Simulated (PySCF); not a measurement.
## Structure from 2D NMR

Compound of formula C9H7N. Correlations simulated from computed shifts and the bond graph:

HSQC (one-bond C–H):
```csv
δH,δC
7.67,143.4
7.53,134.6
6.61,146.3
6.33,126.0
5.75,126.0
```

COSY cross peaks (H two or three bonds apart, from the bond graph; peaks can be absent where the dihedral angle is near 90°):
```csv
δH,δH
7.67,7.53
6.61,6.33
6.61,5.75
6.33,5.75
```

HMBC (two and three bonds, from the bond graph):
```csv
δH,δC
7.67,"149.1, 143.4, 134.6, 124.9, 120.8"
7.53,"149.1, 146.3, 143.4, 134.6, 120.8"
6.61,"149.1, 134.6, 126.0"
6.33,"149.1, 146.3"
5.75,"149.1, 146.3"
```

Carbons without hydrogens: δ 149.1, 124.9, 120.8.

PySCF 2.14.0 with density-fitted response routines calculation with PBE0-D3(BJ)/def2-SVP geometry and CAM-B3LYP/pcSseg-1 with gauge-including orbitals; equivalent nuclei averaged, one computed conformer, in vacuum, no relativistic terms.

Chemical shifts δ = σref − σ; TMS for $^{1}$H (σref 31.33), $^{13}$C (σref 182.45), all at this level.

Exchangeable hydrogens are left out of these lists.

Q: Work out the connectivity.

A: 4-cyanostyrene (C(=C)C1=CC=C(C#N)C=C1).

Numbering as in the mapped SMILES `[CH2:1]=[CH:2][c:3]1[cH:4][cH:5][c:6]([C:7]#[N:8])[cH:9][cH:10]1`. Hydrogens are named by the atom that carries them. Ha(C1) is cis to C3; Hb(C1) is trans to C3.

- δC 149.1 is C3, a substituted aromatic carbon.
- δC 146.3 is C2, an alkene CH (δH 6.61).
- δC 143.4 is C5/C9, an aromatic CH (δH 7.67).
- δC 134.6 is C4/C10, an aromatic CH (δH 7.53).
- δC 126.0 is C1, a terminal =CH2 carbon (δH 6.33, 5.75).
- δC 124.9 is C7, a nitrile carbon.
- δC 120.8 is C6, a substituted aromatic carbon.
- HMBC from δH 7.67 reaches the proton-free carbons C3, C7, C6.
- HMBC from δH 7.53 reaches the proton-free carbons C3, C6.
- HMBC from δH 6.61 reaches the proton-free carbon C3.
- HMBC from δH 6.33 reaches the proton-free carbon C3.
- COSY links 7.67–7.53, 6.61–6.33, 6.61–5.75, 6.33–5.75.

The data come from this structure; uniqueness wasn't tested.

Shifts are as computed, not scaled to solution data. Of 1211 compounds with measured shifts, 218 miss one by over three times the rms of a fit or turn the order of signals round; such compounds aren't used in these exercises.
